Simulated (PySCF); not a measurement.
**Correlation energy of Tc⁺ (technetium, charge +1)**

[Kr] 4d5 5s1, high-spin 7S determinant. Calculation: PySCF 2.14, in aug-cc-pVDZ-PP with ECP28MDF (5s5p4d2f, 54 functions); scalar relativity through the core potential. Frozen: 4s2 4p6; 6 electrons correlated.

MP2 pair energies summed by pair of shells (mhartree):

```tsv
pair	energy	share (%)
4d-4d	-44.22	71.5
4d-5s	-17.66	28.5
```

Total MP2 correlation energy: -61.88 mhartree.

Same-spin part -61.88 and opposite-spin part 0.00 mhartree; SCS-MP2 scales them by 1/3 and 6/5 to -20.63 mhartree.
